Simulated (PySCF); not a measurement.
Telling isomers of C4H11BO2 apart by NMR

[PySCF: B3LYP/pcJ-1 coupling constants (spin–dipole term left out of most H,H and C,H couplings); σ from GIAO-PBE0/pcSseg-1; PBE0-D3(BJ)/def2-SVP geometry; in vacuum; non-relativistic; one computed conformer; equivalent nuclei averaged]

Chemical shifts δ = σref − σ; TMS for 1H and 13C, all at this level. Multiplet labels drop J under 1 Hz and among equivalent protons, and merge close values. Unscaled 3J(H,H) run several per cent high. Vicinal couplings that depend on rotamer populations or ring flexing (ring, CH–CH, X–H and H–F types) are those of the one conformer. Couplings to H on boron are left out. Carbons bonded to boron are broad in practice. Shifts are as computed. Against solution values, carbons near 30 ppm lie about +2 ppm off and those near 130 ppm about +5 ppm. Of 1313 compounds with measured shifts, 239 miss one by over three times the rms of a fit or turn the order of signals round; such compounds aren't used in these exercises. Across acyclic CH2–CH2 and CH–CH2 bonds, 3J(H,H) assumes equally populated rotamers.

(1) Tabulate the signals of `CCB(OC)OC`, `COBCCOC` and their relative energies.

(2) What is the quickest way to tell CCB(OC)OC from COBCCOC?

## Answers

(1) 
```json
{"SMILES": "CCB(OC)OC", "carbon types": "1×CH2 3×CH3", "δC": "51.6, 9.5, 7.3", "δH": "3.56 (s, 6H), 0.92 (t, 3H), 0.56 (q, 2H)", "E rel. (kcal/mol)": "0.0"}
{"SMILES": "COBCCOC", "carbon types": "2×CH2 2×CH3", "δC": "70.3, 62.7, 59.0, 27.5", "δH": "5.18 (br, 1H), 3.96 (s, 3H), 3.24 (s, 3H), 3.14 (t, 2H), 1.35 (t, 2H)", "E rel. (kcal/mol)": "45.8"}
```

Energies are electronic energies at PBE0/pcSseg-1 on these geometries, without zero-point or thermal terms, each for the one conformer computed, which needn't be the lowest.

(2) Count the carbon signals: 3 against 4. The first has a methyl carbon (CH3) at 9.5 ppm, the second an sp3 CH2 bonded to O at 70.3 ppm. Their most deshielded carbons lie at 51.6 and 70.3 ppm. In the proton spectra the most deshielded non-exchanging signals are 3.56 (s, 6H) and 5.18 (br, 1H).
